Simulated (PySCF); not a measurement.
Pivaloyl chloride, C5H9ClO.
Structure used (PBE0-D3(BJ)/def2-SVP), in Å, numbered top down from 1:
```
atom  x, y, z in Å
C1     0.087    1.398   -0.642
C2    -0.062    0.033    0.029
C3    -0.132   -1.076   -1.028
C4     1.107   -0.220    0.987
C5    -1.370    0.046    0.811
O6    -2.159    0.924    0.865
Cl7   -1.686   -1.482    1.716
H8     0.128    2.206    0.104
H9     1.017    1.420   -1.230
H10   -0.756    1.607   -1.315
H11    0.801   -1.080   -1.611
H12   -0.968   -0.910   -1.725
H13   -0.257   -2.064   -0.564
H14    1.157    0.551    1.770
H15    1.024   -1.202    1.472
H16    2.050   -0.190    0.420
```

Level of theory: core-valence-separated Tamm–Dancoff BHandHLYP/aug-pcX-1 (pcseg-1 on H, def2-SVPD on Cl) in PySCF, non-relativistic, gas phase, PBE0-D3(BJ)/def2-SVP geometry. No empirical shift is added; at this level the pattern usually sits a few eV under experiment.

The lowest roots of each edge with f over 0.003 (five at most, numbered afresh; weaker and dark ones are left out), with transition dipoles (au) in the frame of the coordinates:

```
root  edge  E (eV)       μx       μy       μz
   1     C  284.44   0.0520   0.0411   0.0876
   2     C  285.37   0.0005   0.0315   0.0185
   3     C  285.39  -0.0229   0.0213  -0.0160
   4     C  285.58  -0.0162  -0.0260   0.0160
   5     C  285.69  -0.0422  -0.0023  -0.0195
   6     O  529.10  -0.0294  -0.0233  -0.0497
   7     O  533.92  -0.0049  -0.0263   0.0150
```

**Question.** What are the oscillator strengths?

**Answer.** f = (2/3) ΔE |μ|², with ΔE in hartree (27.2114 eV):

| root | ΔE (Eh) | \|μ\|² (au) | f | core hole on |
| --- | --- | --- | --- | --- |
| 1 | 10.4531 | 0.012067 | 0.084 | C5 |
| 2 | 10.4872 | 0.001335 | 0.009 | C3/C4 |
| 3 | 10.4881 | 0.001234 | 0.009 | C3/C4 |
| 4 | 10.4950 | 0.001194 | 0.008 | C1 |
| 5 | 10.4991 | 0.002166 | 0.015 | C3/C4 |
| 6 | 19.4442 | 0.003877 | 0.050 | O6 |
| 7 | 19.6213 | 0.000941 | 0.012 | O6 |

**Question.** Molecules are fixed in this frame and the field points along (1, 1, 0)/√2. What effective strengths 3 f cos²θ do the roots have (θ between field and μ)?

**Answer.** root 1 (C5): 0.091, root 2 (C3/C4): 0.011, root 3 (C3/C4): 0.000, root 4 (C1): 0.019, root 5 (C3/C4): 0.021, root 6 (O6): 0.054, root 7 (O6): 0.019. Root 1 is the strongest. Averaged over all orientations cos²θ is 1/3, which gives f back.

